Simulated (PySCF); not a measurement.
Computed shifts of a molecule C4H9NO, PBE/pcSseg-1 (PySCF), GIAO, gas phase, equivalent atoms averaged, in ppm (number of nuclei): ¹³C: 154.1 (1), 108.5 (1), 57.4 (1), 49.9 (1). ¹⁵N: 58.5 (1). ¹H: 6.73 (1), 4.64 (1), 3.74 (3), 3.66 (1), 3.17 (1), 0.65 (1), 0.03 (1). References: ¹³C against TMS (σ = 182.0 ppm); ¹⁷O against H2O (σ = 334.3 ppm); ¹⁵N against NH3 (σ = 267.0 ppm); ¹H against TMS (σ = 31.49 ppm), references at their B3LYP-D3(BJ)/def2-TZVP geometries, non-relativistic. Geometry optimised at PBE0-D3(BJ)/def2-SVP. The values are those of a single conformer.

Problem. Which structure fits?
A. C/C=N\COC
B. CC(=O)N(C)C
C. CO/C=C/CN
D. CCO/C=N/C

Solution. C, CO/C=C/CN
